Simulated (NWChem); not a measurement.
System: C2H6GeO, singlet; SMILES C[O][Ge][CH3]

NWChem input:

```
start job
memory heap 200 mb stack 900 mb global 1100 mb
geometry units angstroms noautoz
  Ge     0.449040    -0.679559     0.000158
  C     -1.573942    -0.863903     0.003234
  H     -1.828871    -1.929693    -0.000808
  H     -2.028838    -0.397511    -0.880189
  H     -2.022914    -0.406149     0.894279
  O      0.644366     1.119763    -0.002301
  C     -0.337723     2.139653    -0.003027
  H     -1.363131     1.750735     0.009387
  H     -0.195676     2.778506     0.878270
  H     -0.211606     2.763029    -0.897805
end
basis spherical
  Ge library def2-svpd
  C library def2-svpd
  H library def2-svpd
  O library def2-svpd
end
dft
  xc xpbe96 cpbe96
  iterations 150
  mulliken
end
task dft energy
```

Low-valent species are run as closed-shell singlets; no triplet was tried in these runs. Structure relaxed at the B3LYP/6-31G* (spherical d) level.

Task: Give the results of this calculation. (PBE/def2-SVPD.) Quantities: basis functions; energy (Ha); highest occupied level (eV); orbital gap (eV); dipole (D).

Result: 
| Quantity | Value |
|---|---|
| number of basis functions | 149 |
| energy (Ha) | -2231.17 |
| highest occupied level (eV) | -5.50 |
| orbital gap (eV) | 2.80 |
| dipole (D) | 1.64 |
